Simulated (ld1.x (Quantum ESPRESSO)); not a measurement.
Before and after: TM potential for Nb

* Element: niobium (Nb)
* Generator: ld1.x (Quantum ESPRESSO) 7.5
* Type: norm-conserving Troullier–Martins (Kleinman–Bylander form)
* Functional: PBE
* Relativity: fully relativistic
* Frozen core: [Kr]
* Valence charge: 5
* Reference configuration: 4d4 5s1 5p0
* Partial waves: 5p (bound, empty): rc 1.35 bohr; 4d (bound): rc 2.55 bohr; 5s (bound): rc 2.55 bohr
* Local potential: the s channel
* Core correction: none

Open shells are filled in proportion to 2j + 1 (rel_dist='average').

Change: all radii scaled by about 1.38 (s 3.52, p 1.86, d 3.52 bohr).

Cutoffs: the cutoffs (Ry, on a coarse ladder) from which the occupation-weighted sum of valence levels, in a spherical-Bessel basis at the reference potential, stays within 10 and 1 mRy of its value at 400 Ry; they do not see the model core or the augmentation charge, which bear on the density cutoff. Errors are all-electron minus pseudo energies relative to the spin-unpolarised reference configuration.

Task: What does the change do?

Result: The potential gets softer (30 Ry and 35 Ry → 18 Ry and 21 Ry); both files keep a bound ghost (p); the number of tests that count goes from 6 to 7; of the 6 tests that both files solve, the error grows in 3 and shrinks in 2 by more than 15 % and 0.3 meV (median size 28.8 → 22.2 meV). A larger radius leaves more room for a smooth pseudo-wave, so fewer plane waves are needed.

```csv
quantity,base,changed
"cutoff, loose",30 Ry,18 Ry
"cutoff, tight",35 Ry,21 Ry
loose cutoff by channel (10 mRy a level),"d 25 Ry, s 6 Ry","d 18 Ry, s 6 Ry"
bound ghosts,"p3/2, p1/2","p3/2, p1/2"
"tests counted (converged, no solver errors)",6 of 7,7 of 7
"error for 4d4 5s0 5p0, meV [ΔE 6.64 eV]",+27,+29
"error for 4d3 5s0 5p0, meV [ΔE 20.68 eV]",+33,+16
"error for 4d2 5s0 5p0, meV [ΔE 45.40 eV]",-23,+209
"error for 4d3 5s1 5p0, meV [ΔE 7.02 eV]",-31,+15
"error for 4d4 5s0.5 5p0, meV [ΔE 2.64 eV]",+3.9,+5.6
"error for 4d1 5s0 5p0, meV [ΔE 82.30 eV]",+214,+1255
```

Base: Tests not counted: 4d4 5s0 5p1 (solver errors, printed error -1.9 eV). The 5p radius (1.35 bohr) lies inside the outermost node of the all-electron wave (1.63 bohr), which a nodeless pseudo-wave cannot match soundly. Changed file: The cutoffs count occupied waves only; the empty 5p level needs 300 Ry at the loose tolerance. A true bound ghost makes a file unfit for plane-wave use even where its test errors are small: the radial tests pick states by their node count and pass the ghost by. Where a test does run into it, the solver fails or the error is huge.
